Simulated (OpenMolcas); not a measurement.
# Ge³⁺: RASPT2 settings compared

* Program: OpenMolcas 26.06
* Basis: ANO-R1 [5s4p3d1f]
* Scalar Hamiltonian: X2C, finite nucleus
* Active space: 1 electron in 9 orbitals (RAS2 4s 4p; RAS3 4d, at most 1 electron)
* State averaging: 2S+1 = 2 even, 1 root; 2S+1 = 2 odd, 3 roots
* Spin-orbit coupling: RASSI with atomic mean-field integrals over the reference wave functions, term energies averaged over their components

Methods on the same reference wave functions:
A. RASSCF
B. SS-RASPT2, IPEA 0 Eh, sigma1 regulariser 0.1 Eh (closed shells correlated: 3d)
C. SS-RASPT2, IPEA 0.5 Eh, sigma2 regulariser 0.5 Eh (closed shells correlated: 3d)

Energies in cm-1 above 4s 2S 1/2, the measured ground level; measured values from Sugar and Musgrove, J. Phys. Chem. Ref. Data 22, 1213 (1993).

```csv
Level,A,B,C,Measured
4s 2S 1/2,0.0,0.0,0.0,0.0
4p 2P* 1/2,76469,76682,76708,81311
4p 2P* 3/2,79154,79367,79393,84102
```

Deviations, from unrounded energies. A percentage is the sum of absolute deviations over the sum of measured energies, with the sign that they share, or ± where signs differ.

```csv
Against measurement,Levels,A,B,C
mean absolute deviation (cm-1),2,4900,4700,4700
other configurations (%),2,-5.9,-5.7,-5.6
```

B, C lie about equally close to measurement and A furthest from it. The largest miss of C in the table is 4p 2P* 3/2, by -4700 cm-1. The ranking rests on the paired levels alone, and a cruder setting can come out closer through cancelling errors.

Between B and C the level of the table that moves most is 4p 2P* 1/2, by 26 cm-1 (lowest in B, highest in C).

The lowest spin-free term lies below A's lowest term by 0.350 hartree in B, 0.349 hartree in C.

With one active electron outside closed inactive shells, the extra shells (4d) add no correlation to the reference. The basis is small and was not contracted for so high a charge. With one active electron the reference holds no correlation, so core polarisation is missing (holds for A). With one active electron, CASPT2 adds the correlation within the correlated inactive shells and between them and that electron, and leaves the splitting within a term as the reference gives it (holds for B; C). Computed and measured levels are paired by configuration, term and J; levels that our copy of the source lacks, or whose pairing is in doubt (as where it misses far off the trend of its configuration), stay unpaired and out of the deviations. Levels of configurations outside the active space are missing.

* marks odd parity.
